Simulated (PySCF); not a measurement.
HgCl₂, SMILES [Cl][Hg][Cl].

Geometry optimised at B3LYP-D3(BJ)/def2-TZVP. The isomer is the one that the SMILES or the coordinates give; other isomers of the formula were not compared. The def2 effective core potentials stand for the cores of Hg; spin–orbit coupling is left out.

Computed with PBE/def2-TZVPD (PySCF).

Gas-phase values at a fixed geometry.

| Quantity | Result |
|---|---|
| total energy | -1073.64837 hartree |
| point group | D∞h |
| highest occupied level | -7.60 eV |
| lowest empty level | -3.50 eV |
| orbital gap | 4.10 eV |
| dipole moment | 0.00 D |
| quadrupole, principal values (traceless, Buckingham form, about the centre of nuclear charge) | -8.21, 4.10, 4.10 D·Å |
| mean static polarisability | 64.6 bohr³ (9.57 Å³) |
| polarisability, principal values | 45.9, 45.9, 101.9 bohr³ |
